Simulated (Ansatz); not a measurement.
Frontier orbitals of C₈H₁₆N₂OZr (`C[O][Zr]1234([NH2])([N](C)C)[C@H]5[C@@H]1[C@@H]2[C@@H]3[C@H]54`).

Total charge 0; spin multiplicity 1. Correlated methods include outer-core shells of Zr, which these sets cover unevenly. Zr takes the def2 core potential. The structure was optimised at the PBE0-D4/def2-TZVP level. It is one conformer, not always the lowest. Basis def2-TZVPP, the Gaussian-basis code of Ansatz.

| functional | HOMO (eV) | LUMO (eV) | gap (eV) |
| --- | --- | --- | --- |
| PBE | -4.56 | -0.98 | 3.58 |
| PBE0 | -5.72 | -0.09 | 5.63 |
| r2SCAN0 | -5.88 | 0.02 | 5.90 |
| BHLYP | -6.83 | 0.77 | 7.60 |
| CAM-B3LYP | -7.03 | 0.91 | 7.94 |
| ωB97X-V | -8.00 | 1.77 | 9.77 |
| ωB97M-V | -7.93 | 1.22 | 9.15 |

From PBE to PBE0 the HOMO moves by −1.16 eV and the LUMO by +0.89 eV, and with ωB97M-V by −3.37 and +2.20 eV, so the gap grows from 3.57 to 9.15 eV with exact exchange. A positive LUMO is unbound and depends on the basis.
